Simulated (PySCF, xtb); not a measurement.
H4N2O2W, SMILES [NH2][W]([NH2])(=[O])=[O], multiplicity 1. One conformer was computed; it need not be the lowest.

Harmonic wavenumbers (cm⁻¹) from GFN2-xTB (xtb) at its own minimum, in rising order: 161, 164, 172, 184, 248, 264, 296, 461, 468, 483, 487, 493, 495, 810, 840, 1477, 1479, 3267, 3269, 3278, 3285.

### Question
What does PBE-D3(BJ)/def2-SVP (PySCF) give at its own minimum? (An estimate is asked for; the answer gives what the named calculation found.)

### Answer
158, 201, 205, 226, 286, 320, 334, 392, 415, 623, 630, 680, 689, 950, 978, 1458, 1461, 3478, 3482, 3579, 3579. Paired by order, the mean absolute difference is 113 cm⁻¹ and the zero-point energies are 31.6 and 34.5 kcal/mol.
